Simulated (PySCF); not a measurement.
# Polarisability and C₆ of Ni (nickel, neutral)

[Ar] 3d8 4s2, high-spin 3F determinant. All numbers are calculated (PySCF 2.14, the non-relativistic Hamiltonian (point nucleus), in aug-cc-pVTZ with one added diffuse shell each of s, p, d, f, g type (9s8p6d4f3g, 118 functions)). Coupled (time-dependent) response in atomic units; α is the mean over directions.

| method | mean α (bohr³) | C₆ (like pair) | S(−4) |
| --- | --- | --- | --- |
| UHF | 65.32 | 577.3 | 2470 |
| PBE | 49.29 | 400.2 | 1258 |

S(−4) is the Cauchy moment in α(ω) = α(0) + S(−4) ω² + …

Reference α: 49 ± 3 bohr³ (recommended; Schwerdtfeger and Nagle, table of static dipole polarizabilities (2023 update)). Published C₆: 373.0 (Chu and Dalgarno (2004); Tang, Norbeck and Certain (1976)).

Hartree-Fock lies above the reference because it lacks correlation, which contracts the outer shell.

α(iu) at PBE:

| u (hartree) | α(iu) (bohr³) |
| --- | --- |
| 0 | 49.29 |
| 0.0500 | 46.36 |
| 0.100 | 39.57 |
| 0.200 | 25.81 |
| 0.300 | 17.15 |
| 0.500 | 9.163 |
| 0.750 | 5.391 |
| 1.00 | 3.699 |
| 1.50 | 2.186 |
| 2.00 | 1.503 |
| 3.00 | 0.8730 |
| 5.00 | 0.4209 |

A single London oscillator, α(iu) = α/(1 + u²/ω²), gives C₆ = (3/4) ω α². Matching the computed C₆ needs ω = 4 × 400.2 / (3 × 49.29²) = 0.220 hartree.
